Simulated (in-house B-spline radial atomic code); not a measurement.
A run on Ag- that did not converge. Method: scalar-relativistic (X2C) TPSSh, spin-polarised, spherical fractional occupations, exact exchange averaged over the configuration, Fermi nucleus of rms radius 4.5454 fm; computed with a B-spline radial code for spherical atoms.

Command:
```bash
python run_scf.py task.json out
```
Settings (nuclear radius in fm, mass in u):
```
Z                47
configuration    [Kr] 4d10 5s2
hamiltonian      x2c
method           tpssh
spin_polarised   True
nucleus          fermi
rms_radius       4.5454
atomic_mass      106.90509
speed_of_light   137.035999084
exact_exchange   averaged over the configuration
```

First and last ten iterations of the last attempt (damped for 15 steps, keeping 80 % of the old Fock matrix, then DIIS):
```
 iter        energy (Eh)    residual
    1       -5314.991536    7.50e-02
    2       -4716.543183    1.67e+00
    3       -5163.207803    3.80e-01
    4       -5199.289046    3.79e-01
    5       -5199.462842    3.78e-01
    6       -5199.562602    3.76e-01
    7       -5199.624639    3.74e-01
    8       -5199.668765    3.72e-01
    9       -5199.705943    3.69e-01
   10       -5199.742473    3.65e-01
  111       -5182.026666    6.35e-01
  112       -5181.965320    6.31e-01
  113       -5181.970892    6.30e-01
  114       -5181.972045    6.30e-01
  115       -4996.624653    1.10e+00
  116       -4836.499567    1.40e+00
  117       -4836.442813    1.40e+00
  118       -5288.121299    1.16e+00
  119       -5292.829884    1.02e+00
  120       -5294.687493    9.38e-01
 not converged after 120 iterations
```

The smallest residual met was 3.2e-04; the threshold is about 5e-07. No energy from this run should be used. Run time, properties included: 3.7 s on 1 thread of Intel(R) Xeon(R) 6975P-C (shared host).
